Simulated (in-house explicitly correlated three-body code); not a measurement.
Computed with an exponentially correlated three-body code. Model: two electrons around a point charge, non-relativistic, variational in 260 exponentially correlated functions (energies converged to about 1e-7 hartree, or 1e-8 relative for large Z).

Command:
```bash
python run_hyl.py task.json out
```
Settings (lengths in bohr, energies in hartree):
```
Z                      8
screening              1.2
interaction_strength   1
functions              260
states_tried           13
```

Run time, properties included: 28 s on 1 thread of Intel(R) Xeon(R) 6975P-C (Granite Rapids) (shared host).

**Those bound S and P states to n = 4 that converged, binding against the one-electron ion.**

Given: nuclear charge 8; Yukawa screening of all interactions 1.2 1/bohr.

Computed: one-electron threshold -23.3894912 hartree.

```tsv
term	energy (hartree)	binding (eV)
1 1S	-43.039836	534.71
2 3S	-24.619275	33.464
2 1S	?	?
2 3P	-24.0808277	18.812
2 1P	-23.9836844	16.169
```

Q: What belongs in the row 2 1S?

A: energy (hartree): -24.4394757; binding (eV): 28.572.

**Converged states only, values per electron or pair (inverse distances are <exp(-kr)/r>).**

| term | mean r (bohr) | mean r squared (bohr²) | mean inverse r (1/bohr) | mean r12 (bohr) | mean inverse r12 (1/bohr) | mean cosine | mean p1 dot p2 (bohr⁻²) | delta r1 (bohr⁻³) | delta r12 (bohr⁻³) |
| --- | --- | --- | --- | --- | --- | --- | --- | --- | --- |
| 1 1S | 0.20077 | 0.054355 | 6.5031 | 0.29653 | 3.5893 | -0.016158 | 0.89589 | 145.42 | 15.156 |
| 2 3S | 0.59579 | 0.62477 | 3.768 | 1.0261 | 0.47227 | -0.0035598 | 0.032734 | 84.214 | - |
| 2 1S | 0.62838 | 0.70729 | 3.7421 | 1.0843 | 0.5932 | -0.0049413 | 0.048064 | 83.665 | 1.5905 |
| 2 3P | ? | ? | ? | ? | ? | ? | ? | ? | - |
| 2 1P | 0.60362 | 0.684 | 3.7001 | 1.0312 | 0.61195 | 0.026297 | 1.9518 | 79.246 | 0.33198 |

Q: What belongs in the row 2 3P?

A: mean r (bohr): 0.57501; mean r squared (bohr²): 0.61126; mean inverse r (1/bohr): 3.7206; mean r12 (bohr): 0.9911; mean inverse r12 (1/bohr): 0.57617; mean cosine: -0.042399; mean p1 dot p2 (bohr⁻²): -2.197; delta r1 (bohr⁻³): 78.78.

**Electric-dipole lines between converged S and P states, rate of the upper state's decay.**

| s state | p state | p minus s (eV) | oscillator strength from s | rate (1/s) |
| --- | --- | --- | --- | --- |
| 1 1S | 2 1P | 518.54 | 0.41341 | 1.6078e+12 |
| 2 1S | 2 1P | 12.403 | 0.31669 | 7.0461e+08 |
| 2 3S | 2 3P | 14.652 | 0.33177 | 1.0302e+09 |

**Static dipole response.**

```json
{"state": "1 1S", "polarisability (bohr³)": "0.0029354"}
{"state": "2 1S", "polarisability (bohr³)": "1.6226"}
```
